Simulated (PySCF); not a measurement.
Electron correlation in Cl⁺ (chlorine, charge +1)

[Ne] 3s2 3p4, high-spin 3P determinant. Calculation: PySCF 2.14, in aug-cc-pVDZ-DK; scalar relativity by spin-free X2C-1e. Frozen: [Ne]; 6 electrons correlated.

MP2 pair energies summed by pair of shells (mhartree):

| pair | energy | share (%) |
| --- | --- | --- |
| 3p-3p | -44.85 | 49.4 |
| 3s-3p | -38.76 | 42.7 |
| 3s-3s | -7.19 | 7.9 |

Total MP2 correlation energy: -90.81 mhartree.

Same-spin part -22.39 and opposite-spin part -68.42 mhartree; SCS-MP2 scales them by 1/3 and 6/5 to -89.56 mhartree.

| level | correlation energy (mhartree) |
| --- | --- |
| CCSD | -110.48 |
| (T) | -1.51 |
| CCSD(T) | -111.99 |

Diagnostics: T1 = 0.0072, D1 = 0.0237, largest double amplitude 0.043.

Cost of the coupled-cluster step: 0.16 s of wall time on 1 thread of Neoverse-V2 (shared host), for 6 correlated electrons.
